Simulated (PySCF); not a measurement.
Frontier orbitals and the lowest excitations

Compound: C₈H₈O₂.
Z-matrix (Å and degrees, PBE0-D3(BJ)/def2-SVP geometry), rows numbered from 1:
```
O 
C   1  1.2139
O   2  1.3423  1  121.73
C   2  1.4578  1  124.63  3  -179.94
C   4  1.3666  2  127.78  1   179.62
C   5  1.4460  4  109.32  2  -179.63
C   6  1.3606  5  108.70  4    -0.03
C   7  1.4655  6  108.98  5    -0.01
C   8  1.5309  4  123.01  2   -35.38
C   9  1.4712  8   61.28  4   110.94
H   3  0.9686  2  105.83  1     0.00
H   5  1.0903  4  124.92  2     0.30
H   6  1.0903  5  125.05  4   179.98
H   7  1.0909  6  127.10  5  -179.94
H   9  1.0925  8  115.97 10   111.01
H   9  1.0916  8  114.86 10  -108.85
H  10  1.0924  8  115.85  9  -110.96
H  10  1.0916  8  114.89  9   108.86
```

The calculation used TDDFT CAM-B3LYP/def2-SVPD, vertical, gas phase, core orbitals frozen in the response (PySCF).

Frontier orbitals with the atoms that hold most of them (Löwdin shares over 4%, at most four atoms; ? is withheld):

```tsv
orbital	ε (eV)	atoms
HOMO-3	-10.55	C10 32%, C9 31%, C8 14%, C4 4%
HOMO-2	-9.66	O1 67%, O3 11%, C2 8%, C4 6%
HOMO-1	-9.13	?
HOMO	-7.96	?
LUMO	?	C5 18%, C7 15%, C4 13%, C2 12%
LUMO+1	1.16	O3 30%, C2 18%, H11 13%, O1 12%
LUMO+2	1.64	C6 17%, C2 14%, O1 12%, C7 9%
```

(1) Give the leading atoms of the HOMO.

(2) Give the leading atoms of the HOMO-1.

(3) What is the LUMO energy, and the HOMO–LUMO gap?

Answers

(1) C4 (bonded to 3 C) 25%; C7 (bonded to 2 C and H) 24%; C6 (bonded to 2 C and H) 17%; C5 (bonded to 2 C and H) 13%.

(2) C8 (bonded to 4 C) 22%; C5 (bonded to 2 C and H) 18%; C6 (bonded to 2 C and H) 16%; C9 (bonded to 2 C and 2 H) 12%.

(3) ε(LUMO) = -0.67 eV; the gap is 7.29 eV (0.2678 hartree).

The HOMO–LUMO gap is 7.29 eV. Where does the response calculation put the lowest singlet, and from which orbitals?

S1 is at 4.48 eV (f = 0.186), 2.81 eV below the gap, made of HOMO→LUMO (97%). Without the coupling terms of the response equations the lowest excitation would equal the gap.

One configuration dominates each of S1, S2 and S3. Which, and how do the shares of the two leading atoms of either orbital change from the occupied to the empty one?

- S1 (4.48 eV, f 0.186), HOMO→LUMO (97%): C4 25% → 13%, C7 24% → 15%, C5 13% → 18%
- S2 (5.16 eV, f 0.0000), HOMO-2→LUMO (86%): O1 67% → at most 12%, O3 11% → at most 12%, C5 at most 6% → 18%, C7 at most 6% → 15%
- S3 (5.57 eV, f 0.168), HOMO-1→LUMO (89%): C8 22% → at most 12%, C5 18% → 18%, C7 at most 13% → 15%

Löwdin shares depend on the basis, the more so with diffuse functions.

Hardware: one thread of an Intel Xeon Platinum 8259CL at 2.50 GHz, no GPU, shared host with 96 logical CPUs at a one-minute load of 50. Cost: 1.8 min wall, 1.4 GiB resident at most.

One conformer stands for the species.
